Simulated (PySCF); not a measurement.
Identify the compound

The spectra below were simulated for a compound C5H6F2O.

1H NMR (400 MHz, computed): δ 2.25 (m, 3H), 1.87 (s, 3H).

13C{1H} NMR (computed): δ 182.9 (C), 164.7 (C), 107.4 (C), 21.4 (CH3), 14.7 (CH3).

- shielding tensors at PBE0/pcSseg-1 (GIAO)
- GFN2-xTB geometry
- program: PySCF 2.14.0 with density-fitted response routines
- rapidly exchanging positions averaged, one conformer, relativity neglected, in vacuum

δ = σ(ref) − σ, references computed at the same level: 1H (σ = 31.72 ppm), 13C (σ = 186.93 ppm) against TMS.

Question: Which of these isomers gave the spectra?
A. FC1=C[C@H](F)COC1
B. C/C(F)=C(\C)C(=O)F
C. FC(F)O[C@]12C[C@H]1C2

Answer: B. 

1. Rings plus π bonds: 2 (no ring in the answer).
2. 5 carbon signals for 5 carbons: no two carbons are equivalent.
3. Carbon types of the structure: 3 × C, 2 × CH3, which accounts for all hydrogens.
4. δC 182.9: β carbon of a C=C–C=O unit; conjugation with the carbonyl draws π density from the β position.
5. δC 164.7: carbonyl carbon.
6. δC 107.4: α carbon of a C=C–C=O unit; as expected for a trigonal carbon in a double bond.
7. δC 21.4, 14.7: allylic methyl carbon; aliphatic region, no heteroatom directly attached.
8. δH 2.25, 1.87: hydrogen on an allylic methyl carbon; allylic position.

The others: FC1=C[C@H](F)COC1 would give 6 signals for carbon-bound and other non-exchanging H, not 2; FC(F)O[C@]12C[C@H]1C2 would give 4 carbon signals, not 5.

Splittings by 19F in the carbon and heteronuclear signals aren't shown, as no couplings were computed. Shifts are as computed. Against solution values, carbons near 30 ppm lie about +3 ppm off and those near 130 ppm about +5 ppm. Of 1211 compounds with measured shifts, 218 miss one by over three times the rms of a fit or turn the order of signals round; such compounds aren't used in these exercises. No couplings were computed; multiplicities are counted from neighbouring protons, with m where these are inequivalent, close in shift, in a saturated or five-membered ring or joined by F or P, and br s for small geminal =CH2 splittings.
